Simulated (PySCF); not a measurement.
C2H6Mg, SMILES [Mg]([CH3])[CH3].

Geometry: B3LYP-D3(BJ)/def2-TZVP. The isomer is the one that the SMILES or the coordinates give; other isomers of the formula were not compared.

Computed with B3LYP-D3(BJ)/def2-TZVP (PySCF).

Frequencies are harmonic and unscaled.

Modes within 1.5 cm⁻¹ of each other (mostly degenerate sets) share a row, with their intensities summed.

Computed vibrational spectrum:
| mode | ν (cm⁻¹) | IR (km/mol) | moving atoms (share of kinetic energy) |
|---|---|---|---|
| 1 | 18 | 0.0 | H 100 % |
| 2–3 | 109 | 39.8 | Mg 49 %, H 27 %, C 24 % |
| 4 | 429 | 0.0 | C 80 %, H 20 % |
| 5–6 | 513 | 0.0 | H 86 %, C 14 % |
| 7–8 | 597 | 260.1 | H 76 %, C 17 % |
| 9 | 626 | 71.0 | Mg 55 %, C 35 %, H 10 % |
| 10–11 | 1159 | 1.8 | H 82 %, C 18 % |
| 12–13 | 1451 | 0.0 | H 94 % |
| 14–15 | 1453 | 0.0 | H 95 % |
| 16 | 3003 | 66.1 | H 97 % |
| 17 | 3005 | 0.0 | H 97 % |
| 18–21 | 3071 | 87.0 | H 91 %, C 9 % |
